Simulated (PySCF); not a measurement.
This script is equivalent to a calculation on Ba⁺ (barium, charge +1).

```python
from pyscf import gto, scf, dft, mp, cc
import basis_set_exchange as bse
mol = gto.M(atom="Ba 0 0 0", charge=1, spin=1, symmetry="D2h",
            basis=gto.basis.parse(bse.get_basis("ANO-RCC-VTZP", elements=["Ba"], fmt="nwchem")),
            nucmod="G")
mf = dft.UKS(mol, xc="0.53*HF + 0.47*B88, 0.73*LYP").sfx2c1e()
mf.irrep_nelec = {'Ag': (10, 9), 'B1g': (2, 2), 'B2g': (2, 2), 'B3g': (2, 2), 'B1u': (4, 4), 'B2u': (4, 4), 'B3u': (4, 4)}
mf.kernel()
```

Problem. What total energy does it give?

Solution. -8133.47 hartree (calculated), before the PT2 part.

Problem. Which occupied shell lies highest, and where?

Solution. 6s α, at -8.720 eV.

Problem. What is ⟨S²⟩, and what would a pure spin state give?

Solution. 0.750, against 0.75.

Spin-orbit coupling, which splits the p, d and f shells strongly at this Z, is absent.
